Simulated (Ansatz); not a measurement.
Reaction (redistribution): `CC[SiH2]S` + `N[SiH2]OCO` → `OCO[SiH2]S` + `CC[SiH2]N`

Calculated with Ansatz (gas phase, PBE0-D4/def2-TZVP geometries, no zero-point term in ΔE). CCSD(T)/CBS adds triple-zeta CCSD(T) − MP2 to the extrapolated MP2 energy (def2 sets, frozen cores). DFT in def2-TZVPP. B3LYP here is the variant with VWN-RPA as its local correlation; programs differ in this. One conformer a species, not always the lowest.

| level | ΔE (kJ/mol) |
| --- | --- |
| PBE-D4 | 7.4 |
| B3LYP-D4 | 7.5 |
| r2SCAN | 7.8 |
| PBE0 | 9.8 |

What does CCSD(T)/CBS give? (Estimate.)

Computed: +8.5 kJ/mol. The listed levels differ from it by -1.1, -1.0, -0.7, 1.3 kJ/mol.

Largest T1 diagnostic among the species: 0.012.

The D4 term adds −3.5 kJ/mol with B3LYP and −1.9 kJ/mol with PBE0; it sums over pairs of atoms, weighted by their polarisabilities, and B3LYP, whose exchange is more repulsive, gets the larger term. In def2-TZVPP, CCSD(T) changes the Hartree–Fock value by −3.7 kJ/mol (the triples alone add −0.6 kJ/mol) and MP2 by −3.9 kJ/mol.
